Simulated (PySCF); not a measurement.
C2H6N, charge +1.

```xyz
9

C     -0.2322    -1.2380     0.0000
N      0.4102    -0.1306     0.0000
C     -0.1693     1.2142     0.0000
H     -1.3247    -1.2271     0.0000
H      0.3183    -2.1811     0.0000
H      1.4374    -0.1720     0.0000
H      0.1842     1.7466     0.8939
H     -1.2617     1.1438     0.0000
H      0.1842     1.7466    -0.8939
```
Charge +1, spin multiplicity 1.

Geometry optimised at PBE-D3(BJ)/def2-TZVP. The isomer is the one that the SMILES or the coordinates give; other isomers of the formula were not compared.

The numbers are results of KT2/pcSseg-1 (PySCF), not measurements. Non-relativistic, no solvent.

Computed absolute GIAO shielding of each atom: isotropic value and principal components (ppm):
```csv
atom,σ(iso),σ11,σ22,σ33,span
C1,12.2,-69.3,-28.7,134.7,203.9
N2,24.8,-131.3,5.4,200.3,331.6
C3,134.1,107.5,116.1,178.8,71.4
H4,23.1,20.4,23.0,26.0,5.6
H5,23.3,21.1,22.5,26.3,5.1
H6,22.1,18.2,23.9,24.2,5.9
H7,26.9,23.7,25.0,31.9,8.2
H8,27.2,24.6,26.1,31.0,6.5
H9,26.9,23.7,25.0,31.9,8.2
```
